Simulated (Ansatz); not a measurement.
Pulling on the Si1–Cl2 bond in SiCl (multiplicity 2 held). Energies count from the point at 2.084 Å.


Signs of static correlation in cc-pV(D+d)Z, with CASSCF(11,8), from Ansatz (a quantum-chemistry and plane-wave program) runs.

```json
[
 {"R (Å)": "1.667", "T1 of restricted CCSD": "0.016", "⟨S²⟩ of UHF": "0.770", "largest double amplitude of restricted CCSD": "0.099", "weight of the CASSCF reference in MRCISD": "0.918", "CASSCF natural occupations": "2.00 2.00 1.99 1.99 1.95 1.00 0.06 0.01"},
 {"R (Å)": "1.875", "T1 of restricted CCSD": "0.018", "⟨S²⟩ of UHF": "0.770", "largest double amplitude of restricted CCSD": "0.093", "weight of the CASSCF reference in MRCISD": "0.917", "CASSCF natural occupations": "2.00 2.00 1.99 1.99 1.94 1.00 0.06 0.02"},
 {"R (Å)": "2.084", "T1 of restricted CCSD": "0.020", "⟨S²⟩ of UHF": "0.770", "largest double amplitude of restricted CCSD": "0.079", "weight of the CASSCF reference in MRCISD": "0.916", "CASSCF natural occupations": "2.00 2.00 1.99 1.98 1.95 1.00 0.06 0.02"},
 {"R (Å)": "2.292", "T1 of restricted CCSD": "0.022", "⟨S²⟩ of UHF": "0.769", "largest double amplitude of restricted CCSD": "0.069", "weight of the CASSCF reference in MRCISD": "0.916", "CASSCF natural occupations": "2.00 2.00 1.99 1.98 1.94 1.00 0.06 0.03"},
 {"R (Å)": "2.500", "T1 of restricted CCSD": "0.025", "⟨S²⟩ of UHF": "0.768", "largest double amplitude of restricted CCSD": "0.085", "weight of the CASSCF reference in MRCISD": "0.916", "CASSCF natural occupations": "2.00 2.00 1.99 1.97 1.94 1.00 0.06 0.04"},
 {"R (Å)": "2.813", "T1 of restricted CCSD": "0.031", "⟨S²⟩ of UHF": "0.770", "largest double amplitude of restricted CCSD": "0.113", "weight of the CASSCF reference in MRCISD": "0.916", "CASSCF natural occupations": "2.00 2.00 1.99 1.96 1.93 1.00 0.07 0.06"},
 {"R (Å)": "3.126", "T1 of restricted CCSD": "0.042", "⟨S²⟩ of UHF": "…", "largest double amplitude of restricted CCSD": "0.147", "weight of the CASSCF reference in MRCISD": "0.915", "CASSCF natural occupations": "2.00 2.00 1.98 1.96 1.88 1.00 0.12 0.06"},
 {"R (Å)": "3.646", "T1 of restricted CCSD": "0.093", "⟨S²⟩ of UHF": "1.660", "largest double amplitude of restricted CCSD": "0.233", "weight of the CASSCF reference in MRCISD": "0.913", "CASSCF natural occupations": "2.00 2.00 1.99 1.96 1.64 1.00 0.36 0.05"},
 {"R (Å)": "4.167", "T1 of restricted CCSD": "0.281", "⟨S²⟩ of UHF": "1.743", "largest double amplitude of restricted CCSD": "0.178", "weight of the CASSCF reference in MRCISD": "0.914", "CASSCF natural occupations": "2.00 2.00 2.00 1.96 1.30 1.00 0.70 0.04"},
 {"R (Å)": "4.793", "T1 of restricted CCSD": "…", "⟨S²⟩ of UHF": "1.764", "largest double amplitude of restricted CCSD": "0.166", "weight of the CASSCF reference in MRCISD": "0.914", "CASSCF natural occupations": "2.00 2.00 2.00 1.96 1.12 1.00 0.88 0.04"},
 {"R (Å)": "5.626", "T1 of restricted CCSD": "0.553", "⟨S²⟩ of UHF": "1.768", "largest double amplitude of restricted CCSD": "0.198", "weight of the CASSCF reference in MRCISD": "0.914", "CASSCF natural occupations": "2.00 2.00 2.00 1.96 1.03 1.00 0.97 0.04"},
 {"R (Å)": "6.668", "T1 of restricted CCSD": "0.555", "⟨S²⟩ of UHF": "1.768", "largest double amplitude of restricted CCSD": "0.200", "weight of the CASSCF reference in MRCISD": "0.914", "CASSCF natural occupations": "2.00 2.00 2.00 1.96 1.00 1.00 1.00 0.04"},
 {"R (Å)": "8.335", "T1 of restricted CCSD": "0.517", "⟨S²⟩ of UHF": "1.768", "largest double amplitude of restricted CCSD": "0.190", "weight of the CASSCF reference in MRCISD": "0.914", "CASSCF natural occupations": "2.00 2.00 2.00 1.96 1.00 1.00 1.00 0.04"}
]
```

Task: Some entries are withheld; supply them.

Result: 
- 3.126, ⟨S²⟩ of UHF: 1.233
- 4.793, T1 of restricted CCSD: 0.459

Doubts at one or more of the structures used: the program's own flag: passed over end (SC-NEVPT2 on CASSCF(11,8)/cc-pV(D+d)Z); T1 above 0.05 (RO-CCSD(T)/cc-pV(D+d)Z, U-CCSD(T)/cc-pV(D+d)Z); a restricted determinant that unrestricted orbitals would lower (RO-CCSD(T)/cc-pV(D+d)Z); other coupled-cluster roots lie near (RO-CCSD(T)/cc-pV(D+d)Z, U-CCSD(T)/cc-pV(D+d)Z); a spin-contaminated determinant (U-CCSD(T)/cc-pV(D+d)Z); the program's own flag: other amplitudes (U-CCSD(T)/cc-pV(D+d)Z).
